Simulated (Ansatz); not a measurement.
`CC[SiH2]C#N` + `C[SeH]` → `C[Se]C` + `C[SiH2]C#N` at 500 K and 1 bar (substitution at a C–C bond).

Program: Ansatz. Geometries: PBE0-D4/def2-TZVP. ΔE: electronic, gas phase. CBS: MP2 limit from def2 TZ/QZ plus the TZ coupled-cluster correction, frozen cores. For Se outer-core shells are correlated without core-valence functions, which leaves a few kJ/mol of doubt a bond. Scalar relativity is left out up to krypton. One conformer a species, not always the lowest.

```
      species  CCSD(T)/CBS energy (Eh)  H − E (kJ/mol)  S (J/(mol·K))
`CC[SiH2]C#N`               -462.15225           287.0          412.2
     `C[SeH]`              -2441.15625           142.1          299.3
     `C[Se]C`              -2480.41768           229.9          346.1
 `C[SiH2]C#N`               -422.89500           202.4          366.6
```

H − E and S are ideal-gas, rigid-rotor, harmonic terms from PBE0-D4/def2-TZVP, for one conformer and one mirror image of each species. 1 Eh = 2625.50 kJ/mol, R = 8.31446 J/(mol·K).

**Question.** By hand: ΔE, ΔH, ΔS and ΔG.

**Answer.** ΔE = (-2480.41768) + (-422.89500) − (-462.15225) − (-2441.15625) = -0.00418 Eh = -11.0 kJ/mol. Δ(H − E) = 229.9 + 202.4 − 287.0 − 142.1 = 3.2, so ΔH = -7.8 kJ/mol. ΔS = 346.1 + 366.6 − 412.2 − 299.3 = 1.2 J/(mol·K). ΔG = -7.8 − 500 × (1.2)/1000 = -8.4 kJ/mol.

**Question.** By hand: the equilibrium constant, and the temperature at which ΔG would vanish if ΔH and ΔS stayed fixed.

**Answer.** log₁₀ K = −ΔG/(RT ln 10) = 0.9. ΔH and −TΔS have one sign here, so there is no such temperature. One of them is within its doubt of zero, so this could turn.

The number of gas molecules stays the same, so ΔS is small and ΔH decides. A doubt of 5 kJ/mol in ΔE shifts log₁₀ K by 0.5 here. Other conformers and mirror images would add mixing entropy, several J/(mol·K) or more a flexible species. These are equilibria of isolated gas molecules and say nothing of rates. Largest T1 diagnostic: 0.012 (customary marks: 0.02 for closed shells, 0.045 for open ones).
